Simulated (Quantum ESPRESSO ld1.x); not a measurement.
The numbers below are computed, except where a source is named.
Q: Te II, configuration [Kr] 4d7.5 5s2 5p5.5 (fractional occupations, a model configuration). Level of theory: scalar-relativistic Kohn-Sham, PW91, spin-unpolarised, spherical densities, point nucleus (ld1.x of Quantum ESPRESSO 7.5). Some entries of the table are withheld. Estimate them.

orbital,occ.,eigenvalue (Ry),<r> (bohr)
1s,2,(1),0.02781
2s,2,-359.022,0.1198
2p,6,(2),0.1047
3s,2,-73.3312,0.3220
3p,6,-61.4813,0.3201
3d,10,-43.5774,0.2965
4s,2,-14.1646,0.7548
4p,6,-10.4285,0.8051
4d,7.5,(3),0.9219
5s,2,(4),1.871
5p,5.5,-1.27103,(5)

A: 
(1) 1s eigenvalue (Ry): -2327.36
(2) 2p eigenvalue (Ry): -322.560
(3) 4d eigenvalue (Ry): -4.93050
(4) 5s eigenvalue (Ry): -2.12010
(5) 5p <r> (bohr): 2.218
